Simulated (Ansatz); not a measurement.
Start from `C/C=C(\O)[SiH3]` and change one atom or group to get `C/C=C(\O)Cl`.

Ansatz, PBE0-D4/def2-TZVP geometries, multiplicity 1. Each molecule was computed in one conformer, which needn't be the lowest.

```csv
property,`C/C=C(\O)[SiH3]`
LUMO energy (PBE0/def2-TZVPP) / eV,0.13
size of the dipole moment (B3LYP/def2-TZVPP) / D,0.59
HOMO–LUMO gap (PBE/def2-TZVPP) / eV,4.64
LUMO energy (PBE/def2-TZVPP) / eV,-0.76
HOMO energy (PBE/def2-TZVPP) / eV,-5.40
size of the dipole moment (PBE/def2-TZVPP) / D,0.51
```

Q: Give the same properties after the change, and the shifts. (An estimate is asked.)

A: Computed: 
```json
{"property": "LUMO energy (PBE0/def2-TZVPP) / eV", "`C/C=C(\\O)Cl`": "0.61", "shift": "0.48"}
{"property": "size of the dipole moment (B3LYP/def2-TZVPP) / D", "`C/C=C(\\O)Cl`": "0.52", "shift": "-0.07"}
{"property": "HOMO–LUMO gap (PBE/def2-TZVPP) / eV", "`C/C=C(\\O)Cl`": "4.92", "shift": "0.28"}
{"property": "LUMO energy (PBE/def2-TZVPP) / eV", "`C/C=C(\\O)Cl`": "-0.44", "shift": "0.32"}
{"property": "HOMO energy (PBE/def2-TZVPP) / eV", "`C/C=C(\\O)Cl`": "-5.37", "shift": "0.03"}
{"property": "size of the dipole moment (PBE/def2-TZVPP) / D", "`C/C=C(\\O)Cl`": "0.60", "shift": "0.09"}
```

Dipoles are sizes alone; their direction can turn.

B3LYP here is the variant with VWN-RPA as its local correlation; programs differ in this.
